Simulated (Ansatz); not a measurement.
One change: `C[Te]C(C)=S` becomes `BC(C)=S`.

Ansatz, PBE0-D4/def2-TZVP geometries, multiplicity 1. Each molecule was computed in one conformer, which needn't be the lowest.

Elements past krypton have def2 core potentials.

```csv
property,`C[Te]C(C)=S`
size of the dipole moment (B3LYP/def2-TZVPP) / D,1.74
HOMO–LUMO gap (ωB97M-V/def2-TZVPP) / eV,8.29
HOMO energy (PBE0/def2-TZVPP) / eV,-6.32
HOMO–LUMO gap (B3LYP/def2-TZVPP) / eV,3.96
zero-point energy (PBE0-D4/def2-TZVP) / kJ/mol,212.2
HOMO energy (ωB97M-V/def2-TZVPP) / eV,-8.27
```

(1) What does the change do to each property? (An estimate is asked.)

Results:

(1) Computed: 
| property | `BC(C)=S` | shift |
| --- | --- | --- |
| size of the dipole moment (B3LYP/def2-TZVPP) / D | 2.64 | 0.90 |
| HOMO–LUMO gap (ωB97M-V/def2-TZVPP) / eV | 9.34 | 1.05 |
| HOMO energy (PBE0/def2-TZVPP) / eV | -7.47 | -1.15 |
| HOMO–LUMO gap (B3LYP/def2-TZVPP) / eV | 4.64 | 0.68 |
| zero-point energy (PBE0-D4/def2-TZVP) / kJ/mol | 170.3 | -41.9 |
| HOMO energy (ωB97M-V/def2-TZVPP) / eV | -9.60 | -1.33 |

With PBE0 the HOMO falls by 1.15 eV and the LUMO falls by 0.42 eV, so the gap widens by about 0.73 eV. PBE moves the HOMO by -1.11 eV and ωB97M-V by -1.33 eV. The zero-point energy changes by -41.9 kJ/mol with -6 modes. Dipoles are sizes alone; their direction can turn.

B3LYP here is the variant with VWN-RPA as its local correlation; programs differ in this.

Spin–orbit coupling is left out; it splits and shifts lone-pair levels of the heavy atoms by tenths of an eV.
